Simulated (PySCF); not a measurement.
Coordinates in bohr (charge 0 multiplicity 3):
```
Pd    0.0000    0.0000   -0.2616
S     0.0000    0.0000    3.7369
Cl    4.1509    0.0000   -1.3122
Cl   -4.1509    0.0000   -1.3122
```

These are results of UPBE in PySCF with Pd def2-SVP with ECP28, S def2-SVP, Cl def2-SVP; scalar-relativistic core potentials, no spin–orbit coupling; density-fitted integrals, not measurements.

This geometry of PdSCl2 is a stationary point at this level.

(1) What is the point group?

(2) Is it a minimum?

(3) List the harmonic modes with their infrared intensities.

(4) Give the atomic charges and bond orders.

## Answers

(1) C2v.

(2) Yes: all harmonic wavenumbers are real.

(3) 
| symmetry | ω (cm⁻¹) | IR (km/mol) |
| --- | --- | --- |
| b2 | 89 | 0.0 |
| b1 | 103 | 1.0 |
| a1 | 104 | 0.1 |
| a1 | 330 | 1.9 |
| b2 | 387 | 45.2 |
| a1 | 450 | 0.4 |

(4) 
| atom | Mulliken | Löwdin | polar tensor | spin (Mulliken) | Mayer order to Pd1 |
| --- | --- | --- | --- | --- | --- |
| Pd1 | 0.11 | -0.72 | 0.58 | 0.46 | – |
| S2 | 0.16 | 0.47 | 0.03 | 1.31 | 1.57 |
| Cl3,4 | -0.14 | 0.12 | -0.31 | 0.11 | 0.96 |

Only a few start shapes were tried, so a lower isomer may exist. With open d or f shells other occupations or spin states may lie lower.
